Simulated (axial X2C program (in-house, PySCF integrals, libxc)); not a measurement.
Nuclear properties of CoH

Computed with an axial X2C code built on PySCF integrals: two-component X2C with atomic mean-field Coulomb and Gaunt terms, Gaussian nuclei, basis Co dyall-cv3z, H dyall-v3z with contracted cores.

R = 1.503 Å (near the PBE0 minimum at charge 0 of the determinant lowest at the starting distance; the state shown can have its own minimum elsewhere).

Input and command:
```json
{"zs": [27, 1], "q": 0, "bas": ["dyall-cv3z", "dyall-v3z"], "r0": 1.43, "levels": ["PBE0", "HF", "PBE50", "LDA", "TPSSh"], "nst": 3}
```
```bash
python soeom.py task.json out
```

Keys: zs atomic numbers; q charge; bas basis sets; r0 starting distance in Å; levels methods; nst determinants followed.

Determinant lowest in the PBE0 search, Ω = 4 (⟨Sz⟩ = 1.00, ⟨Lz⟩ = 3.00 at PBE0), spin on the atoms Co 1.02, H -0.02:

| level | Eeff magnitude (GV/cm) | Ws magnitude Co (kHz) | A∥/gI Co (MHz) | qzz Co (a.u.) | A∥/gI H (MHz) | qzz H (a.u.) | μ (D) |
| --- | --- | --- | --- | --- | --- | --- | --- |
| PBE0 | 0.389 | 0.0325 | 354 | -0.74 | 2.74 | 0.11 | -2.55 |
| PBE50 | 0.773 | 0.0672 | 295 | -0.84 | 2.16 | 0.11 | -2.65 |
| LDA | 0.213 | 0.0169 | 395 | -0.49 | 3.17 | 0.11 | -1.99 |
| TPSSh | 0.25 | 0.0201 | 375 | -0.75 | 2.83 | 0.11 | -2.53 |

Eeff is the effective electric field on the electron electric dipole moment in this Ω state and Ws the scalar–pseudoscalar constant of the nucleus named (defined with the proton number Z and per Ω); A∥ (defined per Ω) follows by multiplying with gI = μI/(I μN); qzz is the electric field gradient, eQq0 = 234.96 MHz × Q/barn × qzz; μ is positive if the H end (last atom) is positive. The operators were transformed with the bare-nucleus X2C matrices; with these basis sets, hyperfine constants and field gradients can be off by tens of per cent, and where levels differ in sign neither size nor sign is settled.

Problem. With gI(59Co) = 1.3220, Q(59Co) = 0.42 barn, gI(1H) = 5.5857 (g factors from the IAEA table of nuclear moments by Stone; Q from Pyykkö, Mol. Phys. 2018), turn the PBE0 values of the first state into constants in MHz.

Solution. A∥(59Co) = 354 × 1.3220 = 468 MHz; eQq0(59Co) = 234.96 × (0.42) × (-0.74) = -73 MHz; A∥(1H) = 2.74 × 5.5857 = 15.3 MHz.

Each state is one determinant with collinear spin, which with several unpaired electrons need not be a pure state. With several open shells hyperfine constants can be off by a factor of several. Where Eeff spreads by more than a factor of two the levels disagree and none is to be relied on. Open-shell Ω = 0 determinants with evenly filled partner blocks cannot be reached by this program, so the Ω shown need not be the lowest component. Left out as unconverged or as another state under the same occupation: HF in at least one table. At TPSSh a later determinant lies lower. States lie within half an eV, so the first need not be the ground state. Further determinants of the search, some of them spin-mixed, are not shown.
